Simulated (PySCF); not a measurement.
## Magnetisability: `COCO[C@H](C)C#N`, C$_{5}$H$_{9}$NO$_{2}$

Molfile (atoms numbered from 1):
```
C5H9NO2
     RDKit          3D

 17 16  0  0  0  0  0  0  0  0999 V2000
   -2.4000    0.7170    0.3473 C   0  0  0  0  0  0  0  0  0  0  0  0
   -1.8063   -0.5356    0.0650 O   0  0  0  0  0  0  0  0  0  0  0  0
   -0.9339   -0.5070   -1.0186 C   0  0  0  0  0  0  0  0  0  0  0  0
    0.2311    0.2249   -0.7689 O   0  0  0  0  0  0  0  0  0  0  0  0
    1.0768   -0.3541    0.2210 C   0  0  2  0  0  0  0  0  0  0  0  0
    2.0828    0.7020    0.6755 C   0  0  0  0  0  0  0  0  0  0  0  0
    1.7747   -1.5120   -0.3223 C   0  0  0  0  0  0  0  0  0  0  0  0
    2.3122   -2.4167   -0.7677 N   0  0  0  0  0  0  0  0  0  0  0  0
   -1.6408    1.4828    0.5326 H   0  0  0  0  0  0  0  0  0  0  0  0
   -3.0340    1.0387   -0.4860 H   0  0  0  0  0  0  0  0  0  0  0  0
   -3.0058    0.5735    1.2388 H   0  0  0  0  0  0  0  0  0  0  0  0
   -0.7058   -1.5578   -1.2476 H   0  0  0  0  0  0  0  0  0  0  0  0
   -1.3898   -0.0212   -1.8937 H   0  0  0  0  0  0  0  0  0  0  0  0
    0.4647   -0.6993    1.0716 H   0  0  0  0  0  0  0  0  0  0  0  0
    1.5550    1.5333    1.1350 H   0  0  0  0  0  0  0  0  0  0  0  0
    2.6351    1.0706   -0.1850 H   0  0  0  0  0  0  0  0  0  0  0  0
    2.7771    0.2728    1.3930 H   0  0  0  0  0  0  0  0  0  0  0  0
  1  2  1  0
  2  3  1  0
  3  4  1  0
  4  5  1  0
  5  6  1  0
  5  7  1  0
  7  8  3  0
  1  9  1  0
  1 10  1  0
  1 11  1  0
  3 12  1  0
  3 13  1  0
  5 14  1  1
  6 15  1  0
  6 16  1  0
  6 17  1  0
M  END
```

Method used: GIAO BHandHLYP/pcSseg-1 magnetisability, rotational g tensor and spin-rotation constants, non-relativistic, gas phase (PySCF 2.14.0). Geometry: GFN2-xTB.

Q: How diamagnetic is it, and how anisotropic?

A: Isotropic -1209 × 10⁻³⁰ J/T², or -72.8 × 10⁻⁶ cm³/mol; principal values -1332, -1166, -1129 × 10⁻³⁰ J/T², anisotropy 187 × 10⁻³⁰ J/T² (root of half the summed squared differences of the principal values). The susceptibility is in cgs units.

Q: Split it along the inertial axes a, b, c into diamagnetic and paramagnetic parts about the centre of mass, with the quadrupole moment.

A: 
| axis | χ (10⁻⁶ cm³/mol) | diamagnetic (10⁻⁶ cm³/mol) | paramagnetic (10⁻⁶ cm³/mol) | summed x² of all electrons (Å²) | quadrupole Θ (D Å) |
| --- | --- | --- | --- | --- | --- |
| a | -74.8 | -440.9 | 366.1 | 220.1 | -4.16 |
| b | -75.3 | -1050.9 | 975.6 | 76.3 | +1.91 |
| c | -68.3 | -1257.7 | 1189.4 | 27.6 | +2.25 |

Anisotropies 2χaa − χbb − χcc = -6.0 and 2χbb − χaa − χcc = -7.5 × 10⁻⁶ cm³/mol. Θ is traceless in Buckingham's convention.

Q: And the rotational g tensor?

A: 
```tsv
axis	rotational constant (GHz)	g	nuclear part	electronic part
a	3.6444	-0.0204	0.6064	-0.6268
b	1.2462	-0.0088	0.5624	-0.5712
c	1.0341	-0.0108	0.5670	-0.5778
```
Asymmetric top; isotopes 12C, 1H, 14N, 16O; no vibrational averaging.
